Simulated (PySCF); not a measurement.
# Tin: a sound run and one with changed settings

Sound run: Sn [Kr] 4d10 5s2 5p2, Sn⁺ [Kr] 4d10 5s2 5p1. Computed with PySCF 2.14 in aug-cc-pVDZ-PP with ECP28MDF, with scalar relativity through the core potential. In the sound run the correlated levels freeze 4s2 4p6 4d10 outside the core potential. The sound run starts from symmetry-adapted Hartree-Fock orbitals and uses a fine grid where one is needed.

Changed run: a valence shell is frozen. This setting is unsound on purpose.

| species | method | sound run (hartree) | changed run (hartree) | converged |
| --- | --- | --- | --- | --- |
| Sn | MP2 | -213.37076 | -213.33901 | yes |
| Sn | CCSD(T) | -213.38583 | -213.34093 | yes |

Ionisation energy of Sn:

| method | sound run (eV) | changed run (eV) |
| --- | --- | --- |
| UHF | 6.858 | 6.858 |
| MP2 | 7.087 | 6.954 |
| SCS-MP2 | 7.027 | 6.890 |
| CCSD | 7.117 | 7.007 |
| CCSD(T) | 7.127 | 7.007 |
| CCSDT | n/a | 7.007 |
| FCI | n/a | 7.007 |

Freezing a valence shell removes pair correlation that changes on ionisation.

For comparison, NIST gives 7.344 eV between the lowest levels.
